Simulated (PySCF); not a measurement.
Compound: C8H6FN.
Numbering: `[CH:1]#[C:2][c:3]1[cH:4][cH:5][c:6]([NH2:7])[c:8]([F:9])[cH:10]1`

Geometry (GFN2-xTB, Å), atoms numbered from 1 in this order:
```xyz
16
C8H6FN angstrom
C      3.7739   -0.6053   -0.5465
C      2.5993   -0.4218   -0.3773
C      1.2159   -0.1992   -0.1862
C      0.2895   -0.6246   -1.1384
C     -1.0586   -0.3982   -0.9597
C     -1.5368    0.2618    0.1743
N     -2.8649    0.5653    0.3369
C     -0.5867    0.6676    1.1185
F     -1.0333    1.2899    2.2442
C      0.7606    0.4523    0.9615
H      4.8003   -0.7653   -0.6928
H      0.6384   -1.1383   -2.0216
H     -1.7681   -0.7296   -1.7036
H     -3.1586    0.8314    1.2623
H     -3.5295    0.0394   -0.2040
H      1.4510    0.7833    1.7210
```

NICS = −σ at a ghost point: NICS(0) at the centroid of the ring atoms, NICS(1) 1 Å to either side along the normal of their mean plane, zz for the tensor component along that normal. Level: GIAO PBE0/pcSseg-1 (PySCF, non-relativistic, gas phase) on the GFN2-xTB geometry, one conformer.

Ring bond lengths (Å), with Mayer bond orders in brackets: C3–C4 1.395 (1.40), C4–C5 1.379 (1.49), C5–C6 1.396 (1.32), C6–C8 1.400 (1.29), C8–C10 1.373 (1.50), C10–C3 1.396 (1.35).

**Question.** Give the NICS values of each ring in ppm.

**Answer.** 
| ring | type | NICS(0) | NICS(1), two faces | NICS(1)zz, two faces | rms pucker (Å) | centre to ring atoms, mean (Å) |
| --- | --- | --- | --- | --- | --- | --- |
| C3–C4–C5–C6–C8–C10 | 6-membered carbocycle; formal bonds all aromatic | -10.3 | -10.2 / -10.4 | -23.1 / -23.4 | 0.00 | 1.39 |

**Question.** What do they say, and how far can they be read as aromaticity?

**Answer.** 
- C3–C4–C5–C6–C8–C10: mean NICS(1)zz -23.2 ppm, shielded. The ring is flat and has no four-coordinate atom; by the NICS criterion it is aromatic.

**Question.** And the bond-length index? HOMA = 1 − mean of α(R − Ropt)² over the ring bonds, with Krygowski's 1993 parameters (CC: Ropt 1.388 Å, α 257.7 Å⁻²).

**Answer.** 
- C3–C4–C5–C6–C8–C10: HOMA 0.97 = 1 − EN − GEO, with mean bond length 1.390 Å, EN = α(Ropt − mean)² = 0.001 and GEO = α × variance = 0.026. The geometric and the magnetic index point the same way.

**Question.** What is the mean of the two in-plane components of NICS at the first NICS(1) probe listed for ring C3–C4–C5–C6–C8–C10, 1 Å off the ring?

**Answer.** The isotropic value is a third of the trace: (3 × -10.2 − (-23.1))/2 = -3.7 ppm.

The run took 32 s of wall time on Arm Neoverse V2, one thread, no GPU, shared host, and the process peaked at 0.83 GiB of memory. This is the whole shielding run at PBE0/pcSseg-1, SCF included.
